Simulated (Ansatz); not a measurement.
CHI₂, SMILES I[CH]I, multiplicity 2.

Geometry optimised at r2SCAN-D4/def2-SVP. The isomer is the one that the SMILES or the coordinates give; other isomers of the formula were not compared. The def2 effective core potentials stand for the cores of I; spin–orbit coupling is left out.

Two levels are set side by side: PBE/def2-SVPD (Ansatz, a first-principles code) and PBE0/def2-SVPD (Ansatz). Energy differences of separate SCF runs at the same geometry; the states with an electron removed or added have multiplicity 1 and 1. Differences are taken from unrounded values.

```csv
quantity,PBE
vertical ionisation energy (eV),7.69
vertical electron affinity (eV),0.89
```

Q: These are the PBE values. What does PBE0 give? (The exact figures need the calculation; the answer reports its results.)

A: 
```
quantity                         PBE0  PBE minus PBE0
-------------------------------  ----  --------------
vertical ionisation energy (eV)  8.07           -0.38
vertical electron affinity (eV)  0.91           -0.02
```
